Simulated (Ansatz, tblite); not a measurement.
Removing and adding an electron: the cluster Li₄H₃ (the lowest doublet isomer of a short search). Total charge 0; doublet. Geometry: PBE-D4/def2-TZVP. Ansatz, gas phase; energy differences of separate SCF runs; the oxidised species is a singlet (the triplet lies 4.02 eV higher at PBE0-D4/def2-TZVP); the reduced species is a singlet (the triplet lies 0.08 eV higher at PBE0-D4/def2-TZVPD).

```xyz
7

Li    0.4794    1.5658   -0.5041
Li    0.3543   -0.9132   -0.7884
Li   -1.6973    0.1055    0.2088
Li    0.6446   -0.1887    1.5813
H    -0.7344    0.4652   -1.2896
H    -0.5865   -1.2306    0.7443
H     1.5400    0.1959    0.0476
```

The xTB rows come from tblite. Correlated methods freeze no core orbitals; core or outer-core shells of Li are correlated, in sets that lack core-valence functions. The structure comes from a short search, and lower isomers may exist.

| level | −HOMO (eV) | vertical IE (eV) | −LUMO (eV) | vertical EA (eV) | HOMO–LUMO gap (eV) | IE − EA (eV) | remarks |
| --- | --- | --- | --- | --- | --- | --- | --- |
| GFN1-xTB | – | 12.01 | – | 7.85 | – | 4.16 | – |
| PBE-D4/def2-TZVP | 2.58 | 4.85 | 1.49 | – | 1.09 | – | – |
| r2SCAN-D4/def2-TZVP | 2.62 | 4.76 | 1.11 | – | 1.51 | – | – |
| r2SCAN-D4/def2-TZVPD | 2.56 | – | 1.01 | 0.03 | 1.55 | – | HOMO above zero (-1 singlet), restricted SCF unstable in HF (-1 singlet) |
| PBE0-D4/def2-TZVP | 3.16 | 4.82 | 0.90 | – | 2.26 | – | – |
| MP2/def2-TZVPD | – | – | – | -0.17 | – | – | HOMO above zero (-1 singlet), restricted SCF unstable (-1 singlet) |
| CCSD/def2-TZVPD | – | – | – | -0.01 | – | – | HOMO above zero (-1 singlet), large T1 (0.023) (-1 singlet), restricted SCF unstable (-1 singlet) |
| CCSD(T)/def2-TZVPP | – | 4.50 | – | – | – | – | – |

Estimate the rows for GFN2-xTB, HF/def2-TZVPP, PBE-D4/def2-TZVPD, PBE0-D4/def2-TZVPD, MP2/def2-TZVPP, CCSD/def2-TZVPP, CCSD(T)/def2-TZVPD.


```
             level  −HOMO (eV)  vertical IE (eV)  −LUMO (eV)  vertical EA (eV)  HOMO–LUMO gap (eV)  IE − EA (eV)                                                                                            remarks
          GFN2-xTB           –              8.55           –              3.38                   –          5.17                                                                                                  –
     HF/def2-TZVPP           –              4.25           –                 –                   –             –                                                                                                  –
 PBE-D4/def2-TZVPD        2.54                 –        1.48              0.28                1.06             –                           HOMO above zero (-1 singlet), restricted SCF unstable in HF (-1 singlet)
PBE0-D4/def2-TZVPD        3.09                 –        0.88              0.15                2.21             –                           HOMO above zero (-1 singlet), restricted SCF unstable in HF (-1 singlet)
    MP2/def2-TZVPP           –              4.44           –                 –                   –             –                                                                                                  –
   CCSD/def2-TZVPP           –              4.48           –                 –                   –             –                                                                                                  –
CCSD(T)/def2-TZVPD           –                 –           –              0.05                   –             –  HOMO above zero (-1 singlet), large T1 (0.023) (-1 singlet), restricted SCF unstable (-1 singlet)
```

Relaxing the oxidised species (PBE-D4/def2-TZVP) changes its energy by -0.58 eV at PBE-D4/def2-TZVP, so the adiabatic ionisation energy to this nearest minimum is 4.27 eV. At PBE0-D4/def2-TZVP it is 4.21 eV.  Run but left out: HF/def2-TZVPD (charge -1 singlet: restricted singlet, unstable towards broken spin symmetry).   A HOMO above zero means that the electron is unbound at that level or that self-interaction error raises the level; the energy of removing that electron tells which. HOMO and LUMO are the levels of the spin that leaves or enters (xTB has no such levels and no spin-polarisation term). Other spin states of the ions may lie lower, which would lower the ionisation energy or raise the affinity. Raw xTB energy differences between charge states are shifted by several eV; the methods need an empirical correction for them. A negative affinity means that the extra electron isn't bound; its size then hangs on the basis.
